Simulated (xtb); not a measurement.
Harmonic IR lines of one isomer of C7H8OS2Si, unscaled. Computed with GFN2-xTB run with xtb.

| wavenumber (cm⁻¹) | relative intensity |
|---|---|
| 511 | 8.8 |
| 562 | 13 |
| 610 | 9.2 |
| 761 | 17 |
| 766 | 32 |
| 779 | 29 |
| 786 | 98 |
| 868 | 7.3 |
| 983 | 8.4 |
| 1014 | 3.2 |
| 1118 | 16 |
| 1140 | 15 |
| 1167 | 11 |
| 1338 | 7.7 |
| 1379 | 21 |
| 1487 | 16 |
| 1554 | 37 |
| 2262 | 100 |
| 2273 | 68 |
| 2932 | 7.5 |
| 2948 | 5.4 |

Q: Say which structure gives these lines.
(A) `COc1c([SiH3])sc2ccsc12`
(B) `COc1csc2c([SiH3])csc12`
(C) `COc1cc2sc([SiH3])cc2s1`
(D) `COc1csc2cc([SiH3])sc12`

A: B, `COc1csc2c([SiH3])csc12`
